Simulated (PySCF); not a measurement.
H₂BN, triplet, at a GFN2-xTB geometry (a higher spin typed on purpose: for a closed-shell molecule this is an excited state). Base run: BLYP/aug-cc-pVDZ in PySCF.

PySCF was given this input:
```python
from pyscf import gto, scf, dft

mol = gto.Mole()
mol.atom = '''
    B     0.64686960   -0.10291133    0.45305613
    N    -0.55721888    0.03055393   -0.10989607
    H     1.46895331    0.06731199   -0.42386957
    H    -0.80276915    0.23336716   -1.07213861
'''
mol.basis = 'aug-cc-pvdz'
mol.spin = 2
mol.verbose = 4
mol.build()

mf = dft.UKS(mol)
mf.xc = 'blyp'
mf.kernel()
```

Each row names what was changed in the base input (with any setting that the change needs).

```json
[
 {"change": "base", "ΔE vs base (mEh)": "0.000", "fitting functions": "-", "dipole (D)": "1.54"},
 {"change": "auxbasis = def2-svp-ri", "ΔE vs base (mEh)": "-4.471", "fitting functions": "124", "dipole (D)": "1.54"},
 {"change": "auxbasis = cc-pvtz-ri", "ΔE vs base (mEh)": "-0.101", "fitting functions": "222", "dipole (D)": "1.54"},
 {"change": "auxbasis = default (with mf = mf.density_fit())", "ΔE vs base (mEh)": "-0.035", "fitting functions": "236", "dipole (D)": "1.54"},
 {"change": "auxbasis = cc-pvdz-jkfit", "ΔE vs base (mEh)": "-0.050", "fitting functions": "186", "dipole (D)": "1.54"},
 {"change": "auxbasis = even-tempered beta=1.6", "ΔE vs base (mEh)": "-0.002", "fitting functions": "590", "dipole (D)": "1.54"},
 {"change": "auxbasis = def2-universal-jfit", "ΔE vs base (mEh)": "-0.109", "fitting functions": "120", "dipole (D)": "1.54"},
 {"change": "auxbasis = def2-tzvp-ri", "ΔE vs base (mEh)": "-0.121", "fitting functions": "182", "dipole (D)": "1.54"},
 {"change": "auxbasis = def2-universal-jkfit", "ΔE vs base (mEh)": "-0.030", "fitting functions": "188", "dipole (D)": "1.54"},
 {"change": "auxbasis = even-tempered beta=2.0", "ΔE vs base (mEh)": "-0.005", "fitting functions": "410", "dipole (D)": "1.54"}
]
```

A fitting set is made for a task (jfit for Coulomb, jkfit for Coulomb and exchange, ri for correlation) and for a family of orbital bases.

Open shells are given as the SCF converged; they aren't shown to be the lowest states, and a large step between rows can be another state.
